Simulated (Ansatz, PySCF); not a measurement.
C$_{4}$H$_{9}$O$_{2}$, doublet, geometry from GFN2-xTB. Base run: CASSCF(5,7)/STO-3G (PySCF).

PySCF was given this input:
```python
from pyscf import gto, scf, mcscf
import numpy

mol = gto.M(
    atom='''
C     2.447202   -1.021295   -0.296351
O     1.316769   -0.311578   -0.564824
C     0.462316   -0.085127    0.527382
C    -0.783809    0.657051    0.037866
C    -1.611149   -0.218619   -0.899119
O    -1.504054    1.029122    1.194785
H     2.496224   -1.621281    0.594453
H     3.012962   -1.272365   -1.170785
H     0.961259    0.526429    1.291547
H     0.164942   -1.034863    0.993426
H    -0.450699    1.556499   -0.505060
H    -1.991465   -1.083155   -0.358980
H    -2.451945    0.340934   -1.305194
H    -0.985892   -0.558084   -1.719577
H    -2.344463    1.413468    0.921812
''',
    basis='sto-3g',
    charge=0,
    spin=1,
    verbose=4,
)

mf = scf.ROHF(mol)
mf.kernel()
mc = mcscf.CASSCF(mf, 7, 5)
mc.fix_spin_(ss=0.75)
mc.kernel()
occ = numpy.linalg.eigvalsh(mc.fcisolver.make_rdm1(mc.ci, mc.ncas, mc.nelecas))[::-1]
ss = mc.fcisolver.spin_square(mc.ci, mc.ncas, mc.nelecas)[0]
print('natural occupations', occ.round(4), ' <S^2>', round(ss, 4))
```

Programs used: Ansatz (a first-principles code), PySCF; a row that names a program was run with it.

The base run was repeated with changes; each row names its change, and settings that it needs were set with it.

```
change                                                ΔE vs base (mEh)                 natural occupations  <S^2> of the state        outcome
----------------------------------------------------  ----------------  ----------------------------------  ------------------  -------------
base                                                             0.000  1.98 1.98 1.00 0.02 0.02 0.00 0.00                0.75      converged
solver = newton                                                  0.000  1.98 1.98 1.00 0.02 0.02 0.00 0.00                0.75      converged
code = ansatz; correction = SC-NEVPT2, all electrons            -234.8                                   -                   -      converged
active space = 5 electrons, 4 orbitals                          12.011                 2.00 1.98 1.00 0.02                0.75      converged
code = ansatz                                                  -10.700                                   -                   -      converged
fix_spin_ = off                                                  0.000  1.98 1.98 1.00 0.02 0.02 0.00 0.00                0.75      converged
active space = 7 electrons, 9 orbitals                               -                                   -                   -  not converged
active space = 5 electrons, 5 orbitals                          -3.503            1.98 1.97 1.00 0.02 0.02                0.75      converged
orbitals = fixed (CASCI)                                        30.483  2.00 2.00 1.00 0.00 0.00 0.00 0.00                0.75      converged
conv_tol = 1e-5                                                  0.019  1.98 1.98 1.00 0.02 0.02 0.00 0.00                0.75      converged
correction = SC-NEVPT2                                          -234.9  1.98 1.98 1.00 0.02 0.02 0.00 0.00                0.75      converged
```

Active orbitals are taken around the Fermi level unless the row says otherwise; CASSCF can end in different local minima, and two programs can end on different orbitals. State-averaged rows give the lowest state.

Open shells are given as the SCF converged; they aren't shown to be the lowest states, and a large step between rows can be another state.

Ansatz warned in this series: other orbitals give a lower active-space energy.
